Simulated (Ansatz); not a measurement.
Input file for `[SiH3][Si]1(Cl)P[Te]1`:

```yaml
crystal:
  periodic: [false, false, false]
  atoms:
    - {symbol: Si, position_ang: [-0.470241, -0.860159, -1.179620]}
    - {symbol: Si, position_ang: [0.837996, 0.315282, 0.338861]}
    - {symbol: Cl, position_ang: [2.806759, -0.266133, 0.263218]}
    - {symbol: P, position_ang: [0.078433, 0.849254, 2.363037]}
    - {symbol: Te, position_ang: [0.347709, 2.694593, 0.643082]}
    - {symbol: H, position_ang: [-1.874386, -0.424166, -0.973819]}
    - {symbol: H, position_ang: [-0.345287, -2.321271, -0.938481]}
    - {symbol: H, position_ang: [-0.026400, -0.543634, -2.560767]}
    - {symbol: H, position_ang: [-1.266082, 0.509734, 2.027490]}
basis:
  gaussian: {orbitals: def2-SVP}
correlation: {method: ccsd_t}
```

```sh
$ ansatz run in.yaml --threads 4 --pin off --events-out ev --progress --plain --max-ram 10444MiB
```

Output of Ansatz, abridged:

```
Functional definition: HF
1189 factors; integrals over basis functions are off by at most 1.2e-3 eV
mean field evaluation 1: about -44816.9128 eV, gradient 1.9e1 eV
mean field evaluation 2: about -44816.9549 eV, gradient 2.0e1 eV
mean field evaluation 4: about -44818.7047 eV, gradient 2.9e0 eV
mean field evaluation 8: about -44818.7574 eV, gradient 2.0e-1 eV
mean field -44818.75794196 eV, -1647.0589751218 hartree, gradient 2.2e-6 eV, S^2 0.000000; 0 other end points of the search recorded, 0 dependent functions left out
24 core orbitals not correlated: weight in the atoms' cores, before any rotation towards them, 1.000 or more for the frozen orbitals, at most 0.000 for the correlated occupied ones
reference -44818.75794196 eV, -1647.0589751218 hartree; 20, 20 occupied and 74, 74 virtual orbitals, 1189 factors
second order -15.17945210 eV of doubles, -0.00000000 eV of singles
cycle   1  -16.22864565 eV  change    -1.0e0 eV  update   1.1e-1
cycle   2  -16.74158051 eV  change   -5.1e-1 eV  update   3.4e-2
cycle   3  -16.83909937 eV  change   -9.8e-2 eV  update   1.6e-2
cycle   4  -16.83367673 eV  change    5.4e-3 eV  update   4.2e-3
cycle   5  -16.83279342 eV  change    8.8e-4 eV  update   1.7e-3
cycle   6  -16.83238212 eV  change    4.1e-4 eV  update   6.1e-4
cycle   7  -16.83229407 eV  change    8.8e-5 eV  update   2.4e-4
cycle   8  -16.83238428 eV  change   -9.0e-5 eV  update   9.2e-5
cycle   9  -16.83238292 eV  change    1.4e-6 eV  update   3.5e-5
perturbative correction -0.59800783 eV, -0.0219763822 hartree
Total energy: -44836.18833271 eV, -1647.6995301670 hartree
```

Run time 8.5 s (4 threads of an Arm Neoverse V2 on a shared host); peak host memory 0.56 GiB.

Correlation energy per correlated electron: -0.436 eV. T1 diagnostic: 0.0119.
